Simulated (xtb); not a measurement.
Input file for xtb: GFN1-xTB on C2HNO2 (a complex).

```
$ xtb mol.xyz --gfn 1 --sp --chrg 0 --uhf 0
6

O     -1.16938969    -0.74682711    -0.35087163
C     -0.20303124    -0.12951649    -0.19348631
O      0.76828343     0.49074969    -0.04811055
C      0.60170557     0.43741125     3.08901584
N     -0.36523691    -0.17752207     3.11510102
H      1.50155223     1.00943705     3.05390375
```

Output:

```
[...]
           -------------------------------------------------
          |                Calculation Setup                |
           -------------------------------------------------



molecular fragmentation (1/2 indicates fragments):
111222
# atoms in fragment 1/2:     3     3
 fragment masses (1/2) :       44.01       27.03
CMA distance (Bohr)    :   6.287
constraining FC (au)   :  0.0500

           -------------------------------------------------
          |                 G F N 1 - x T B                 |
           -------------------------------------------------

        Reference                      10.1021/acs.jctc.7b00118
      * Hamiltonian:
        H0-scaling (s, p, d)           1.850000    2.250000    2.000000
        zeta-weighting                 0.000000
      * Dispersion:
        s8                             2.400000
        a1                             0.630000
        a2                             5.000000
        s9                             0.000000
      * Repulsion:
        kExp                           1.500000
        rExp                           1.000000
      * Coulomb:
        alpha                          2.000000
        third order                    atomic
        anisotropic                    false
      * Halogen bond correction:
        rad-scale                      1.300000
        damping                        0.440000


          ...................................................
          :                      SETUP                      :
          :.................................................:
          :  # basis functions                  22          :
          :  # atomic orbitals                  22          :
          :  # shells                           12          :
          :  # electrons                        26          :
          :  # halogen bonds                     0          :
          :  max. iterations                   250          :
          :  Hamiltonian                  GFN1-xTB          :
          :  restarted?                      false          :
          :  GBSA solvation                  false          :
          :  PC potential                    false          :
          :  electronic temp.          300.0000000     K    :
          :  accuracy                    1.0000000          :
          :  -> integral cutoff          0.2500000E+02      :
          :  -> integral neglect         0.1000000E-07      :
          :  -> SCF convergence          0.1000000E-05 Eh   :
          :  -> wf. convergence          0.2000000E-04 e    :
          :  Broyden damping             0.4000000          :
          :  net charge                          0          :
          :  unpaired electrons                  0          :
          ...................................................

 iter      E             dE          RMSdq      gap      omega  full diag
   1    -17.4179531 -0.174180E+02  0.861E+00    7.11       0.0  T
   2    -17.5457058 -0.127753E+00  0.498E+00    6.80       1.0  T
   3    -17.5542159 -0.851015E-02  0.267E+00    7.02       1.0  T
   4    -17.5595079 -0.529193E-02  0.280E-01    6.53       1.0  T
   5    -17.5599426 -0.434697E-03  0.708E-02    6.53       1.0  T
   6    -17.5599547 -0.120913E-04  0.390E-02    6.54       1.0  T
   7    -17.5599649 -0.102570E-04  0.596E-03    6.53       6.9  T
   8    -17.5599651 -0.197785E-06  0.146E-03    6.53      28.0  T
   9    -17.5599651 -0.350878E-08  0.702E-04    6.53      58.1  T
  10    -17.5599651 -0.312363E-08  0.572E-07    6.53   71421.6  T
  11    -17.5599651 -0.355271E-14  0.386E-07    6.53  100000.0  T

   *** convergence criteria satisfied after 11 iterations ***

         #    Occupation            Energy/Eh            Energy/eV
      -------------------------------------------------------------
         1        2.0000           -0.8997599             -24.4837
       ...           ...                  ...                  ...
         7        2.0000           -0.6604684             -17.9723
         8        2.0000           -0.6216168             -16.9151
         9        2.0000           -0.6010373             -16.3551
        10        2.0000           -0.6009867             -16.3537
        11        2.0000           -0.5212256             -14.1833
        12        2.0000           -0.5209939             -14.1770
        13        2.0000           -0.5093465             -13.8600 (HOMO)
        14                         -0.2694633              -7.3325 (LUMO)
        15                         -0.2690822              -7.3221
        16                         -0.2483139              -6.7570
        17                         -0.2479431              -6.7469
        18                         -0.1288273              -3.5056
       ...                                ...                  ...
        22                          1.4605854              39.7446
      -------------------------------------------------------------
                  HL-Gap            0.2398832 Eh            6.5276 eV
             Fermi-level           -0.3894049 Eh          -10.5962 eV

 SCC (total)                   0 d,  0 h,  0 min,  0.007 sec
 SCC setup                      ...        0 min,  0.000 sec (  2.173%)
 Dispersion                     ...        0 min,  0.000 sec (  1.109%)
 classical contributions        ...        0 min,  0.000 sec (  0.661%)
 integral evaluation            ...        0 min,  0.002 sec ( 22.483%)
 iterations                     ...        0 min,  0.003 sec ( 39.367%)
 molecular gradient             ...        0 min,  0.002 sec ( 31.387%)
 printout                       ...        0 min,  0.000 sec (  2.592%)

         :::::::::::::::::::::::::::::::::::::::::::::::::::::
         ::                     SUMMARY                     ::
         :::::::::::::::::::::::::::::::::::::::::::::::::::::
         :: total energy             -17.328313553973 Eh    ::
         :: gradient norm              0.060439629637 Eh/a0 ::
         :: HOMO-LUMO gap              6.527554082225 eV    ::
         ::.................................................::
         :: SCC energy               -17.559965120844 Eh    ::
         :: -> electrostatic           0.083898523521 Eh    ::
         :: repulsion energy           0.233090992681 Eh    ::
         :: dispersion energy         -0.001439425810 Eh    ::
         :: halogen bond corr.         0.000000000000 Eh    ::
         :: add. restraining           0.000000000000 Eh    ::
         :: total charge               0.000000000000 e     ::
         :::::::::::::::::::::::::::::::::::::::::::::::::::::

           -------------------------------------------------
          |                Property Printout                |
           -------------------------------------------------

    * Orbital Energies and Occupations

         #    Occupation            Energy/Eh            Energy/eV
      -------------------------------------------------------------
         1        2.0000           -0.8997599             -24.4837
         2        2.0000           -0.8857138             -24.1015
         3        2.0000           -0.7687230             -20.9180
         4        2.0000           -0.7255357             -19.7428
         5        2.0000           -0.7178732             -19.5343
         6        2.0000           -0.7178505             -19.5337
         7        2.0000           -0.6604684             -17.9723
         8        2.0000           -0.6216168             -16.9151
         9        2.0000           -0.6010373             -16.3551
        10        2.0000           -0.6009867             -16.3537
        11        2.0000           -0.5212256             -14.1833
Note: The following floating-point exceptions are signalling: IEEE_DENORMAL
normal termination of xtb
        12        2.0000           -0.5209939             -14.1770
        13        2.0000           -0.5093465             -13.8600 (HOMO)
        14                         -0.2694633              -7.3325 (LUMO)
        15                         -0.2690822              -7.3221
        16                         -0.2483139              -6.7570
        17                         -0.2479431              -6.7469
        18                         -0.1288273              -3.5056
        19                          0.1737416               4.7277
        20                          0.2373291               6.4581
        21                          1.3497133              36.7276
        22                          1.4605854              39.7446
      -------------------------------------------------------------
                  HL-Gap            0.2398832 Eh            6.5276 eV
             Fermi-level           -0.3894049 Eh          -10.5962 eV

  Mulliken/CM5 charges         n(s)   n(p)   n(d)
     1O    -0.36402 -0.40554   1.713  4.651  0.000
     2C     0.74656  0.82985   0.913  2.340  0.000
     3O    -0.38167 -0.42356   1.715  4.666  0.000
     4C     0.19375  0.26434   1.060  2.747  0.000
     5N    -0.26083 -0.39194   1.676  3.585  0.000
     6H     0.06621  0.12684   0.934  0.000  0.000

Wiberg/Mayer (AO) data.
largest (>0.10) Wiberg bond orders for each atom

 ---------------------------------------------------------------------------
     #   Z sym  total        # sym  WBO       # sym  WBO       # sym  WBO
 ---------------------------------------------------------------------------
     1   8 O    2.253 --     2 C    1.934     3 O    0.319
     2   6 C    3.847 --     1 O    1.934     3 O    1.912
     3   8 O    2.233 --     2 C    1.912     1 O    0.319
     4   6 C    3.956 --     5 N    2.986     6 H    0.970
     5   7 N    3.007 --     4 C    2.986
     6   1 H    0.991 --     4 C    0.970
 ---------------------------------------------------------------------------

Topologies differ in total number of bonds
Writing topology from bond orders to xtbtopo.mol

 dipole moment from electron density (au)
     X       Y       Z
   0.9444   0.6006  -0.0263  total (Debye):    2.845


           -------------------------------------------------
          | TOTAL ENERGY              -17.328313553973 Eh   |
          | GRADIENT NORM               0.060439629637 Eh/α |
          | HOMO-LUMO GAP               6.527554082225 eV   |
           -------------------------------------------------

------------------------------------------------------------------------
------------------------------------------------------------------------
 total:
 SCF:
```

The run finished.

Cost: very roughly 0.06 core-seconds.
